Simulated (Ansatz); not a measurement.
**Cost against result**

Saddle point of SiNH7O2, closed shell (SiNH₅O ([NH2][SiH2][OH]) + H₂O → SiH₄O₂ ([OH][SiH2][OH]) + NH₃ (still joined by a long Si–N bond); bonds formed: Si1–O7, N2–H6; bonds broken: H6–O7; bonds weakened to dative contacts: Si1–N2), PBE0-D4/def2-TZVP structure:

Si1  (-0.597, 0.541, -0.148)
N2  (-0.292, -1.221, 0.393)
H3  (-0.658, 0.603, -1.634)
H4  (-2.049, 0.632, 0.225)
O5  (-0.056, 1.723, 0.856)
H6  (0.818, -0.959, 0.021)
O7  (1.432, 0.101, -0.413)
H8  (-0.436, -1.393, 1.381)
H9  (-0.793, -1.921, -0.140)
H10  (0.902, 1.800, 0.784)
H11  (1.730, 0.093, -1.324)
(Å)

Barriers are electronic and count from the start structure reached by relaxing down the imaginary mode.

Computed with Ansatz 0.2.0 (basis: as named in each row); correlated methods freeze the cores. B3LYP uses VWN-RPA correlation. Extrapolation: Hartree–Fock as exp(−7.88 √X), correlation as X^−2.97.

Times are rough, for one single point on 4 threads of a shared host (Arm Neoverse V2).

The estimate by CCSD(T) at an estimated basis limit (MP2 extrapolated from triple and quadruple zeta, plus CCSD(T) − MP2 in triple zeta) is 112.9 kJ/mol.

```csv
method,basis,time (s),barrier (kJ/mol),method less estimate
HF,STO-3G,under 1,160.2,47.4
PBE-D4,STO-3G,under 1,3.6,-109.2
SPW92,def2-SVP,under 1,55.1,-57.7
B3LYP-D4,6-31G,under 1,68.6,-44.3
PBE-D4,def2-SVP,under 1,78.9,-33.9
PBE0-D4,def2-SVP,under 1,91.6,-21.3
SPW92,def2-TZVPP,under 1,68.2,-44.6
PBE-D4,def2-TZVPP,1,90.7,-22.2
BLYP-D4,def2-TZVPP,1,105.6,-7.3
B3LYP-D4,def2-TZVPP,2,112.7,-0.2
BHLYP-D4,def2-TZVPP,2,125.3,12.4
PBE0-D4,def2-TZVPP,2,101.5,-11.3
CAM-B3LYP-D4,def2-TZVPP,2,112.1,-0.8
CCSD(T),def2-SVP,3,111.6,-1.3
r2SCAN-D4,def2-TZVPP,3,97.3,-15.5
wB97M-V,def2-SVP,3,95.8,-17.0
r2SCAN0-D4,def2-TZVPP,3,105.4,-7.4
B2PLYP,def2-TZVPP,4,113.4,0.5
RPA on PBE,def2-TZVPP,4,110.4,-2.4
PBE-QIDH,def2-TZVPP,4,107.2,-5.7
wB97X-V,def2-TZVPP,5,108.7,-4.2
B97M-V,def2-TZVPP,6,111.1,-1.8
wB97M-V,def2-TZVPP,6,107.1,-5.8
MP2,def2-QZVPP,16,107.6,-5.3
CCSD(T),def2-TZVPP,81,112.7,-0.2
```

All methods are single points on the PBE0-D4 structures.

T1 diagnostic: at most 0.012.

The step is the kind of ligand exchange by which a precursor binds to a hydroxyl group, or is hydrolysed, in atomic layer deposition of oxides.

Labels in which every atom is bracketed show which atoms are joined, not bond orders.
